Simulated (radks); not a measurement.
Results of a calculation; reference values are marked as such.
Task: All-electron atom: Xe XXXV in [Ar] 3d2 (the NIST ground configuration). Level of theory: Dirac Kohn-Sham, PBE, spin-unpolarised, spherical densities, point nucleus; open shells are shared between the two j in proportion to 2j + 1 (a radial shooting solver on a logarithmic mesh with Libxc functionals).

Spin-orbit splittings of the eigenvalues, e(l+1/2) - e(l-1/2), with zeta = 2 splitting/(2l+1) and mean radii in bohr:

shell  occ.  splitting (eV)  zeta (eV)  <r> j=l-1/2  <r> j=l+1/2
2p        6           329.1      219.4      0.09542       0.1011
3p        6           75.89      50.59       0.2713       0.2804
3d        2           17.50      7.001       0.2457       0.2485
4p        0               ?          ?       0.5437       0.5562

Estimate the 4p splitting.

Result: 27.00 eV (zeta = 18.00 eV).
